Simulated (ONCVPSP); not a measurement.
**What one change does to a pseudopotential (W (Z = 74), ONCV)**

```
Element                 : tungsten (W)
Generator               : ONCVPSP 4.0.1
Type                    : optimised norm-conserving Vanderbilt (ONCV)
Functional              : PW91
Relativity              : scalar-relativistic
Frozen core             : [Kr] 4d10 4f14 5s2
Valence charge          : 12
Reference configuration : 5p6 5d4 6s2
Partial waves           : 6s: rc 2.70 bohr, ncon 4, nbas 7, qcut 1.9 1/bohr, 1 projector; 5p: rc 1.35 bohr, ncon 4, nbas 8, qcut 4.9 1/bohr, 2 projectors, debl 2.8 Ha; 5d: rc 2.40 bohr, ncon 4, nbas 8, qcut 7.2 1/bohr, 2 projectors, debl 2.5 Ha
Local potential         : polynomial inside 0.95 bohr (lpopt 5, dvloc0 0 Ha)
Core correction         : Teter function fitted to the true core (icmod 2), fcfact 0.2
```

Change: s: qcut 2.5; p: qcut 6.3; d: qcut 9.3.

Cutoffs: the cutoffs (Ha) at which the residual kinetic energy of the hardest occupied pseudo-wave falls to 1 and 0.1 mHa per electron; they do not see the model core or the augmentation charge, which bear on the density cutoff. Errors are all-electron minus pseudo energies relative to the spin-unpolarised reference configuration.

Q: How do hardness, ghosts and transferability respond?

A: The potential gets softer (97 Ha and 116 Ha → 61 Ha and 110 Ha); both files keep a bound ghost (s); of the 4 tests that both files solve, the error grows in 4 and shrinks in 0 by more than 15 % and 0.3 meV (median size 14.8 → 21.2 meV).

| quantity | base | changed |
| --- | --- | --- |
| cutoff, loose | 97 Ha | 61 Ha |
| cutoff, tight | 116 Ha | 110 Ha |
| loose cutoff by channel | s 11 Ha, p 97 Ha, d 14 Ha | s 3.6 Ha, p 61 Ha, d 17 Ha |
| bound ghosts | s | s |
| GHOST(+) flags under 300 eV | p at 249.7 eV | p at 250.2 eV |
| error for 5p6 5d4 6s1, meV [ΔE 8.95 eV] | -7.5 | -9.9 |
| error for 5p6 5d4 6s0, meV [ΔE 24.69 eV] | -27 | -38 |
| error for 5p6 5d3 6s0, meV [ΔE 50.15 eV] | -5.3 | +14 |
| error for 5p6 5d4 6s0 6p2, meV [ΔE 9.32 eV] | -22 | -28 |
| s: phases at 2.75 bohr within 0.05 rad from the reference energy up to (Ha; the scan ends near 5) | n/a | n/a |
| p: phases at 1.37 bohr within 0.05 rad from the reference energy up to (Ha; the scan ends near 5) | to the end of the scan | to the end of the scan |
| d: phases at 2.44 bohr within 0.05 rad from the reference energy up to (Ha; the scan ends near 5) | to the end of the scan | to the end of the scan |
| rms error of d²Exc/dni dnj with the model core, mHa | 1.35 | 1.41 |

 A true bound ghost makes a file unfit for plane-wave use even where its test errors are small: the radial tests pick states by their node count and pass the ghost by.
